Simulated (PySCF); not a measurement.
PySCF 2.14 output of an unrestricted M06-2X calculation on a single atom or ion in cc-pVTZ-PP with ECP28MDF (5s4p3d1f, 39 functions), with scalar relativity through the core potential:

```
SCF conv_tol = 1e-09
number electrons alpha = 13  beta = 10
    Y. Zhao and D. G. Truhlar.,  Theor. Chem. Acc. 120, 215 (2008)
    Y. Zhao and D. G. Truhlar.,  Theor. Chem. Acc. 120, 215 (2008)
cycle= 1 E= -240.153960540063  delta_E= -0.00375  |g|= 0.0134  |ddm|= 0.475
cycle= 2 E= -240.154109175069  delta_E= -0.000149  |g|= 0.00556  |ddm|= 0.0674
cycle= 3 E= -240.154121891799  delta_E= -1.27e-05  |g|= 0.00167  |ddm|= 0.014
cycle= 4 E= -240.154123754481  delta_E= -1.86e-06  |g|= 0.00011  |ddm|= 0.00699
cycle= 5 E= -240.154123760674  delta_E= -6.19e-09  |g|= 1.71e-05  |ddm|= 0.000421
cycle= 6 E= -240.154123760841  delta_E= -1.67e-10  |g|= 6.53e-07  |ddm|= 5.45e-05
converged SCF energy = -240.154123760841  <S^2> = 3.756383  2S+1 = 4.0031902
```

The run itself started from symmetry-adapted Hartree-Fock orbitals and held the occupation by maximum overlap, on a logarithmic radial grid, so the iterations belong to that start.

Problem. Which element, charge and spin multiplicity is this?

Solution. Sb (antimony, neutral), multiplicity 4; the state was [Kr] 4d10 5s2 5p3, high-spin 4S determinant.

Energies and moments cover only the electrons outside the core potential.
